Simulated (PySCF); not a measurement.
Theory: PySCF, delta-SCF UKS SCAN, pcX-2 on the ionised atom, pcseg-1 elsewhere, spin-free X2C. Geometries: PBE0-D3(BJ)/def2-SVP; isolated species, one conformer each. Values against the vacuum level.

Question: Rank by computed C 1s binding energy, lowest first.
A. C3 in `[CH3:1][CH2:2][CH2:3][C@@H:4]1[CH2:5][CH2:6][O:7][BH:8][O:9]1`
B. C2 in `[CH3:1][C:2]1([CH3:3])[O:4][BH:5][O:6][C:7]1([CH3:8])[CH3:9]`
C. C2 in `[CH3:1]/[CH:2]=[CH:3]\[CH2:4][B:5]([O:6][CH3:7])[O:8][CH3:9]`
D. C1 in `[CH2:1]=[C:2]([F:3])[C:4]#[N:5]`

Answer: C (289.59 eV), A (290.56 eV), D (291.66 eV), B (292.13 eV).

The highest is bonded to O and 3 C, the lowest to C (double bond), C and H; the range is 2.54 eV.
